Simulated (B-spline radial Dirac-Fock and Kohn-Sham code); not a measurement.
# Subshell photoionisation cross sections of Gd against photon energy

System: the free gadolinium atom, configuration [Xe] 4f7 5d1 6s2.

Input of the calculation (task.json; shells as n, l, electrons):

```json
{"items": [{
  "Z": 64,
  "q": 0,
  "cfg": [[1, 0, 2], [2, 0, 2], [2, 1, 6], [3, 0, 2], [3, 1, 6], [3, 2, 10], [4, 0, 2], [4, 1, 6], [4, 2, 10], [4, 3, 7], [5, 0, 2], [5, 1, 6], [5, 2, 1], [6, 0, 2]],
  "A": 158,
  "rrms": 5.1569,
  "do": ["binding", "quiet", "photo", "scan"],
  "hv": [21.22, 40.81, 60, 80, 100, 150, 200, 300, 400, 600, 800, 1000, 1253.6, 1486.9, 2000, 2984.4, 4000, 5414.7, 6000, 8047.8, 9251.7, 12000, 15000, 17479.3, 22162.9, 30000, 40000, 59318.2, 80000, 100000, 150000, 200000]
}]}
```

Run with: `python xray_run.py task.json out`

These are calculated numbers from a B-spline atomic structure program; the model is independent-particle photoionisation in a Dirac-Hartree-Slater potential with a Latter tail, all multipoles, thresholds from Dirac-Fock ΔSCF. Values are in kb per electron; a dash marks an energy below the computed threshold. Values for outer subshells far above threshold carry numerical ripple of a few per cent.

```csv
hν (eV),4s,4p3/2,4d3/2,4f7/2,6s
21.22,–,–,–,90.2,16.1
40.81,–,–,–,344,33.5
80,–,–,–,733,11.0
100,–,–,–,752,8.33
150,–,–,–,632,6.52
200,–,–,64.2,473,4.61
300,–,76.5,59.2,249,2.34
400,–,67.6,78.4,135,1.65
600,37.5,48.0,65.3,47.9,0.891
800,26.4,34.3,45.9,20.7,0.561
1000,19.4,25.2,31.9,10.3,0.397
1253.6,13.9,17.9,20.9,4.88,0.270
1486.9,10.7,13.6,14.6,2.72,0.205
2000,6.51,8.04,7.37,0.938,0.122
2984.4,3.25,3.72,2.64,0.206,0.0608
4000,1.91,2.02,1.16,0.0642,0.0352
5414.7,1.07,1.03,0.466,0.0184,0.0194
6000,0.879,0.810,0.339,0.0119,0.0159
8047.8,0.499,0.401,0.131,0.00327,0.00905
9251.7,0.378,0.283,0.0822,0.00175,0.00684
12000,0.220,0.144,0.0334,0.000542,0.00398
15000,0.137,0.0786,0.0151,0.000194,0.00248
17479.3,0.0990,0.0514,0.00864,9.37e-05,0.00179
22162.9,0.0590,0.0261,0.00355,2.99e-05,0.00106
30000,0.0295,0.0106,0.00111,6.99e-06,0.000533
40000,0.0150,0.00439,0.000363,1.73e-06,0.000271
59318.2,0.00576,0.00126,7.58e-05,2.41e-07,0.000104
80000,0.00271,0.000473,2.29e-05,5.54e-08,4.89e-05
100000,0.00152,0.000227,9.42e-06,1.90e-08,2.75e-05
150000,0.000523,6.01e-05,1.92e-06,2.80e-09,9.45e-06
200000,0.000243,2.35e-05,6.35e-07,7.48e-10,4.40e-06
```

At 200000 eV the multipoles beyond E1 give 39.7 % of 4s, 53.7 % of 4p3/2, 73.8 % of 4d3/2, 85.3 % of 4f7/2, 39.7 % of 6s.
